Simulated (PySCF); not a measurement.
# Radial density of P⁺ (phosphorus, charge +1)

UHF, [Ne] 3s1 3p3, high-spin 5S determinant (an excited configuration). Computed with PySCF 2.14 in dyall-acv3z, with no relativity, point nucleus.

```
r (bohr)  4πr²ρ (e/bohr)  4πr²(ρα − ρβ)
 0.00175         0.07936         0.0003
 0.00294          0.2167         0.0007
 0.00494          0.5772         0.0019
 0.00831           1.476         0.0048
  0.0140           3.526         0.0115
  0.0235           7.506         0.0243
  0.0396           13.20         0.0427
  0.0665           17.03         0.0595
   0.112           14.20         0.0960
   0.188           10.89         0.2763
   0.317           15.36         0.4854
   0.533           12.30         0.0803
   0.896           3.151         0.4495
    1.51           2.329         2.2472
    2.53           1.275         1.2751
    4.26         0.08983         0.0898
    7.17       0.0004296         0.0004
```
